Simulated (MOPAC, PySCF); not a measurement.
C3H6O, SMILES `CC(=C)O` (C–C–O–H torsion 180°), neutral singlet in the gas phase. 

Z-matrix (Å, degrees):
```
C
C 1 1.3292
O 1 1.3726 2 119.52
H 3 0.9624 1 109.79 2 -180.00
H 2 1.0788 1 120.34 3 -180.00
H 2 1.0807 5 118.66 1 -180.00
C 1 1.4958 2 125.09 5 0.00
H 7 1.0878 1 111.09 2 0.00
H 7 1.0948 8 108.27 1 -121.78
H 7 1.0948 8 108.27 9 -116.43
```
Charge 0, spin multiplicity 1.

All levels are single points at this geometry (B3LYP-D3(BJ)/def2-TZVP); Pople sets use spherical d functions. Orbital energies aren't observables, and empty levels follow the basis.

B3LYP/3-21G in PySCF gives HOMO (eV) = -5.73.

Estimate the HOMO (eV) from each of these levels: B3LYP-D3(BJ)/def2-TZVP in PySCF; M06-2X/def2-TZVP in PySCF; PBE-D3(BJ)/def2-TZVP in PySCF; BP86/6-31G* in PySCF; M06-2X/6-31G* in PySCF; SVWN5/6-31G* in PySCF; HF/3-21G in PySCF; HF/6-31G* in PySCF; HF/STO-3G in PySCF; AM1 in MOPAC; PM3 in MOPAC; PM7 in MOPAC.


```csv
level,HOMO (eV)
B3LYP-D3(BJ)/def2-TZVP in PySCF,-6.28
M06-2X/def2-TZVP in PySCF,-7.77
PBE-D3(BJ)/def2-TZVP in PySCF,-5.29
BP86/6-31G* in PySCF,-4.95
M06-2X/6-31G* in PySCF,-7.43
SVWN5/6-31G* in PySCF,-4.96
HF/3-21G in PySCF,-8.93
HF/6-31G* in PySCF,-8.94
HF/STO-3G in PySCF,-7.14
AM1 in MOPAC,-9.38
PM3 in MOPAC,-9.44
PM7 in MOPAC,-9.51
```
